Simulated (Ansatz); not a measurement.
C2H4F2OSi can be A, `O/C(=C\F)[SiH2]F`, or B, `F[C@@H]1C[Si@@H](F)O1`.

Program: Ansatz. Geometries: PBE0-D4/def2-TZVP. ΔE: electronic, gas phase. CBS: MP2 limit from def2 TZ/QZ plus the TZ coupled-cluster correction, frozen cores. DFT in def2-TZVPP. B3LYP here is the variant with VWN-RPA as its local correlation; programs differ in this. Each species was taken in one conformer, which may not be the lowest.

(1) Which isomer does CCSD(T)/CBS put lower? Give the gap. (Estimate.)

(2) Give E(B) − E(A) in kcal/mol with CCSD/def2-TZVPP, B2PLYP, B3LYP, B3LYP-D4, PBE-D4, HF/def2-TZVPP, PBE0-D4. (Estimate.)

Largest T1 diagnostic: 0.013.

## Answers

(1) The calculation gave: B, by 42.3 kcal/mol.

(2) Computed: CCSD/def2-TZVPP -43.0, B2PLYP -40.8, B3LYP -38.1, B3LYP-D4 -38.3, PBE-D4 -39.5, HF/def2-TZVPP -41.1, PBE0-D4 -42.9. None reverses the order clearly.

From PBE to PBE0 (25 % exact exchange), in def2-TZVPP and without D4, E(B) − E(A) moves by −3.4 kcal/mol. In def2-TZVPP, CCSD(T) changes the Hartree–Fock value by −1.5 kcal/mol (the triples alone add +0.5 kcal/mol) and MP2 by −4.0 kcal/mol.
